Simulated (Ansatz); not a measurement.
Input file for C2H10AlNSi:

```yaml
crystal:
  periodic: [false, false, false]
  atoms:
    - {symbol: C, position_ang: [-2.097301, 0.516822, -0.684553]}
    - {symbol: Si, position_ang: [-0.600654, -0.632599, -0.695854]}
    - {symbol: Al, position_ang: [0.507678, -1.326615, 1.386892]}
    - {symbol: C, position_ang: [1.025727, 0.422391, -0.682369]}
    - {symbol: N, position_ang: [1.370423, 0.461959, 0.776395]}
    - {symbol: H, position_ang: [-3.019969, -0.066354, -0.629176]}
    - {symbol: H, position_ang: [-2.083165, 1.179193, 0.185036]}
    - {symbol: H, position_ang: [-2.142861, 1.132395, -1.586646]}
    - {symbol: H, position_ang: [-0.629369, -1.402319, -1.976679]}
    - {symbol: H, position_ang: [1.689321, -2.392096, 1.223158]}
    - {symbol: H, position_ang: [-0.099144, -1.053430, 2.842100]}
    - {symbol: H, position_ang: [1.803927, -0.161002, -1.179785]}
    - {symbol: H, position_ang: [1.025075, 1.423709, -1.122341]}
    - {symbol: H, position_ang: [2.358393, 0.627399, 0.942979]}
    - {symbol: H, position_ang: [0.870219, 1.219848, 1.230242]}
basis:
  gaussian: {orbitals: def2-TZVPP}
correlation: {method: ccsd_t}
```

```sh
$ ansatz run in.yaml --threads 4 --pin off --events-out ev --progress --plain --max-ram 10444MiB
```

Output of Ansatz, abridged:

```
Functional definition: HF
1812 factors; integrals over basis functions are off by at most 1.7e-3 eV
mean field evaluation 1: about -18143.8817 eV, gradient 3.8e1 eV
mean field evaluation 2: about -18144.1451 eV, gradient 3.8e1 eV
mean field evaluation 4: about -18148.1572 eV, gradient 4.3e0 eV
mean field evaluation 8: about -18148.2310 eV, gradient 2.6e-1 eV
mean field evaluation 16: about -18148.2314 eV, gradient 1.5e-6 eV
mean field -18148.23140585 eV, -666.9352028518 hartree, gradient 1.5e-6 eV, S^2 0.000000; 0 other end points of the search recorded, 0 dependent functions left out
13 core orbitals not correlated: weight in the atoms' cores, before any rotation towards them, 1.000 or more for the frozen orbitals, at most 0.000 for the correlated occupied ones
reference -18148.23140585 eV, -666.9352028518 hartree; 15, 15 occupied and 289, 289 virtual orbitals, 1812 factors
second order -21.31218172 eV of doubles, -0.00000000 eV of singles
cycle   1  -22.37433615 eV  change    -1.1e0 eV  update   9.9e-2
cycle   2  -22.99408602 eV  change   -6.2e-1 eV  update   3.0e-2
cycle   3  -23.06566831 eV  change   -7.2e-2 eV  update   1.1e-2
cycle   4  -23.06007538 eV  change    5.6e-3 eV  update   3.1e-3
cycle   5  -23.06029378 eV  change   -2.2e-4 eV  update   1.2e-3
cycle   6  -23.06004450 eV  change    2.5e-4 eV  update   3.7e-4
cycle   7  -23.05990242 eV  change    1.4e-4 eV  update   1.2e-4
cycle   8  -23.05992383 eV  change   -2.1e-5 eV  update   4.6e-5
cycle   9  -23.05992403 eV  change   -2.0e-7 eV  update   1.7e-5
perturbative correction -0.88728082 eV, -0.0326069687 hartree
Total energy: -18172.17861070 eV, -667.8152463982 hartree
```

Run time 19 min (4 threads of an Arm Neoverse V1 on a shared host); peak host memory 4.4 GiB.

MP2 recovers 89.0 % of the CCSD(T) correlation energy and the triples give 3.7 %; T1 = 0.0106.
